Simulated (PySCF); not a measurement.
C2H6N, doublet, geometry from GFN2-xTB, atoms displaced at random by about 0.03 Å a coordinate. Base run: PySCF with R2SCAN/6-31G, gradient.

PySCF was given this input:
```python
from pyscf import gto, scf, dft

mol = gto.Mole()
mol.atom = '''
    C     1.054959   -0.469550    0.054700
    C    -0.063252    0.495494    0.103501
    N    -1.371473   -0.006133   -0.107378
    H     2.018716    0.138089    0.231057
    H     0.983576   -1.143819    0.863624
    H     1.170401   -0.951461   -0.905556
    H     0.110677    1.332423   -0.714296
    H    -0.024526    1.155179    0.995630
    H    -1.293332   -1.057882   -0.202583
'''
mol.basis = '6-31g'
mol.charge = 0
mol.spin = 1
mol.verbose = 4
mol.build()

mf = dft.UKS(mol)
mf.xc = 'r2scan'
mf.kernel()
g = mf.nuc_grad_method()
grad = g.kernel()
```

The coordinate followed is x of atom 3.

The base run was repeated with changes; each row names its change, and settings that it needs were set with it.

```tsv
change	dE/dx (Eh/bohr)	net force (Eh/bohr)
base	0.021318	0.000378
finite difference step (bohr) = 1e-5; conv_tol = 1e-11	0.021096	-
grids.level = 5; grid_response = off	0.021045	0.000060
conv_tol = 1e-11	0.021317	0.000378
conv_tol = 1e-4	0.021163	0.000377
density fitting = on; auxbasis_response = off	0.021423	0.001220
finite difference step (bohr) = 1e-3; conv_tol = 1e-11	0.021096	-
grids.level = 5; grid_response = on	0.021061	0.000000
finite difference step (bohr) = 0.2; conv_tol = 1e-11	0.026658	-
density fitting = on	0.021322	0.000378
finite difference step (bohr) = 0.01; conv_tol = 1e-11	0.021109	-
grids.level = 1; grid_response = on	0.021270	0.000000
```

The net force is zero for an exact gradient.

Open shells are given as the SCF converged; they aren't shown to be the lowest states, and a large step between rows can be another state.
